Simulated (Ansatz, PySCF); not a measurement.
Molecule: SiI₂F (charge 0, doublet). SMILES: I[Si](F)I
Geometry: optimised at B3LYP-D3(BJ)/def2-TZVP (Ansatz, a program for electronic structure).

Wanted: atomisation energy, in kcal/mol. Conventions: spin-orbit terms left out; def2 sets with scalar-relativistic core potentials past Kr; atomisation electronic, to ground-state atoms; no dispersion term unless named; open shells spin-unrestricted. First-principles rows: single points at B3LYP-D3(BJ) geometries (Ansatz).

```tsv
species	coefficient	E at BP86/def2-SVP (PySCF), Eh	E at B3LYP/def2-TZVPD (Ansatz), Eh
F[Si](I)I	-1	-984.95105	-985.12026
F atom	+1	-99.63266	-99.77110
I atom	+2	-297.80355	-297.77848
Si atom	+1	-289.29781	-289.39218
```

 1 Eh = 627.5095 kcal/mol.

Work the quantity out at each level.


- BP86/def2-SVP: the sum of coefficient times E is 0.41348 Eh, or 259.46 kcal/mol. Result: 259.5 kcal/mol.
- B3LYP/def2-TZVPD: the sum of coefficient times E is 0.40002 Eh, or 251.02 kcal/mol. Result: 251.0 kcal/mol.
